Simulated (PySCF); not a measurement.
# Telling isomers of C₅H₁₀O₂Si apart by NMR

Computational details: shieldings: GIAO PBE0/pcSseg-1, geometry: GFN2-xTB, in PySCF (non-relativistic, rapidly exchanging positions averaged, in vacuum, one computed conformer).

δ = σ(ref) − σ, references computed at the same level: ¹H and ¹³C against TMS. Where no couplings were computed, multiplicities follow the n + 1 count of equivalent neighbours, and m marks all less simple cases (inequivalent or close neighbours, rings, F or P nearby). Acid and N–H amide carbonyl carbons lie up to 10 ppm further downfield in solution (hydrogen bonding). Shifts are as computed. Against solution values, carbons near 30 ppm lie about +3 ppm off and those near 130 ppm about +5 ppm. Of 1211 compounds with measured shifts, 218 miss one by over three times the rms of a fit or turn the order of signals round; such compounds aren't used in these exercises. OH and NH positions are gas-phase values without hydrogen bonding to other molecules.

(1) Tabulate the signals of `C[SiH](C)/C=C/C(=O)O`, `C=CCCC(=O)O[SiH3]` and their relative energies.

(2) What is the quickest way to tell C[SiH](C)/C=C/C(=O)O from C=CCCC(=O)O[SiH3]?

Answers

(1) 
| SMILES | carbon types | δC | δH | E rel. (kcal/mol) |
| --- | --- | --- | --- | --- |
| C[SiH](C)/C=C/C(=O)O | 1×C 2×CH 2×CH3 | 169.7, 162.8, 140.1, -2.6 | 7.96 (m, 1H), 6.55 (d, 1H), 6.11 (br s, 1H), 4.64 (m, 1H), 0.25 (d, 6H) | 0.0 |
| C=CCCC(=O)O[SiH3] | 1×C 1×CH 3×CH2 | 179.9, 147.7, 122.8, 40.4, 38.2 | 6.20 (m, 1H), 5.43 (m, 1H), 5.31 (m, 1H), 4.69 (s, 3H), 2.51 (m, 2H), 2.43 (m, 2H) | 7.2 |

Energies are electronic energies at PBE0/pcSseg-1 on these geometries, without zero-point or thermal terms, each for the one conformer computed, which needn't be the lowest.

(2) Count the carbon signals: 4 against 5. The first has a methyl carbon bonded to Si (CH3) at -2.6 ppm, the second a terminal =CH2 carbon at 122.8 ppm. Their most deshielded carbons lie at 169.7 and 179.9 ppm. In the proton spectra the most deshielded non-exchanging signals are 7.96 (m, 1H) and 6.20 (m, 1H).
